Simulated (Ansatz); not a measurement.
Born–Oppenheimer molecular dynamics of AlClFH3OSi (8 atoms, charge 0, multiplicity 1). It starts from a relaxed structure.

The calculation used Ansatz, RKS B3LYP-D4/6-31G.

```
ensemble                      : NVE (velocity Verlet)
time step                     : 0.5 fs
steps asked                   : 150
starting velocities drawn for : 300 K
seed                          : 826309
```

First frame:

```xyz
8
Properties=species:S:1:pos:R:3
Al -0.075 0.000 -0.230
O -0.718 -0.228 1.299
Si -1.391 -0.459 2.846
H -2.603 -1.336 2.733
H -0.375 -1.111 3.736
H -1.782 0.875 3.412
Cl 2.067 0.153 -0.557
F -1.058 0.125 -1.607
```

Question: How far do the bonds stretch over the last three quarters of this one trajectory? (Pairs bonded in most of those frames.)

Answer: 
| bond | mean (Å) | spread (Å) | shortest | longest |
| --- | --- | --- | --- | --- |
| Al1–O2 | 1.677 | 0.013 | 1.65 | 1.70 |
| Al1–Cl7 | 2.172 | 0.040 | 2.12 | 2.23 |
| Al1–F8 | 1.703 | 0.010 | 1.69 | 1.72 |
| O2–Si3 | 1.704 | 0.021 | 1.66 | 1.73 |
| Si3–H4 | 1.503 | 0.030 | 1.46 | 1.55 |
| Si3–H5 | 1.503 | 0.011 | 1.48 | 1.52 |
| Si3–H6 | 1.505 | 0.036 | 1.45 | 1.56 |

Mean temperature of the second half: 161 K. The conserved energy stayed within 0.063 meV per atom of its start (net change 0.035 meV per atom), so the integration is sound. Over the second half the temperature averaged 0.54 of the 300 K drawn at the start: a run that starts near a minimum puts about half its kinetic energy into the potential. A run of 0.075 ps of so small a system gives no equilibrium averages. Limits of this set-up: no polarisation functions.

Time of the run: 9 min on 1 thread of Arm Neoverse V1, on a shared host, peak memory 0.14 GiB.
